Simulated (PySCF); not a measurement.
**Energy of Kr (krypton, neutral) between two integer charges**

The 4p beta orbital of [Kr] is emptied in steps (occupation f), with all orbitals relaxed, ending at [Ar] 3d10 4s2 4p5. Calculation: PySCF 2.14, in aug-cc-pVDZ-PP with ECP10MDF; a scalar-relativistic core potential. The exact energy is a straight line in f; departures are measured from the line between the end points of the same method.

```tsv
f	UHF (eV)	LDA (eV)	PBE (eV)	PBE0 (eV)	r2SCAN (eV)	LC-wPBE (eV)	BHandHLYP (eV)	wB97X (eV)	r2SCAN0 (eV)	HSE06 (eV)
1	0.000	0.000	0.000	0.000	0.000	0.000	0.000	0.000	0.000	0.000
0.8	0.172	-0.801	-0.775	-0.543	-0.726	-0.086	-0.322	-0.143	-0.508	-0.611
0.6	0.251	-1.208	-1.166	-0.815	-1.080	-0.128	-0.487	-0.221	-0.754	-0.919
0.4	0.244	-1.213	-1.167	-0.815	-1.068	-0.127	-0.491	-0.229	-0.745	-0.920
0.2	0.159	-0.811	-0.778	-0.542	-0.705	-0.083	-0.330	-0.161	-0.491	-0.614
0	0.000	0.000	0.000	0.000	0.000	0.000	0.000	0.000	0.000	0.000
```

Question: For BHandHLYP, how does the orbital energy at f = 1 compare with the removal energy?

Answer: −ε = 12.067 eV against a total-energy difference of 14.062 eV. By Janak's theorem ε = ∂E/∂f, so the gap between them reflects the curvature. Along the path −ε is 12.841 (f = 0.8), 13.637 (f = 0.6), 14.451 (f = 0.4), 15.285 (f = 0.2) eV.

```json
{"method": "UHF", "E(f=0) − E(f=1) (eV)": "13.151", "−ε at f=1 (eV)": "14.260", "−ε at f=0.4 (eV)": "12.915"}
{"method": "LDA", "E(f=0) − E(f=1) (eV)": "14.338", "−ε at f=1 (eV)": "9.359", "−ε at f=0.4 (eV)": "15.326"}
{"method": "PBE", "E(f=0) − E(f=1) (eV)": "14.061", "−ε at f=1 (eV)": "9.232", "−ε at f=0.4 (eV)": "15.031"}
{"method": "PBE0", "E(f=0) − E(f=1) (eV)": "14.120", "−ε at f=1 (eV)": "10.732", "−ε at f=0.4 (eV)": "14.804"}
{"method": "r2SCAN", "E(f=0) − E(f=1) (eV)": "14.213", "−ε at f=1 (eV)": "9.650", "−ε at f=0.4 (eV)": "15.164"}
{"method": "LC-wPBE", "E(f=0) − E(f=1) (eV)": "14.127", "−ε at f=1 (eV)": "13.594", "−ε at f=0.4 (eV)": "14.240"}
{"method": "BHandHLYP", "E(f=0) − E(f=1) (eV)": "14.062", "−ε at f=1 (eV)": "12.067", "−ε at f=0.4 (eV)": "14.451"}
{"method": "wB97X", "E(f=0) − E(f=1) (eV)": "14.063", "−ε at f=1 (eV)": "13.192", "−ε at f=0.4 (eV)": "14.204"}
{"method": "r2SCAN0", "E(f=0) − E(f=1) (eV)": "14.208", "−ε at f=1 (eV)": "11.010", "−ε at f=0.4 (eV)": "14.877"}
{"method": "HSE06", "E(f=0) − E(f=1) (eV)": "14.116", "−ε at f=1 (eV)": "10.306", "−ε at f=0.4 (eV)": "14.876"}
```

Reference removal energy between the ground levels: 14.000 eV (measured; NIST Atomic Spectra Database, ionization energies). The calculation has no spin-orbit coupling. UHF lacks correlation.
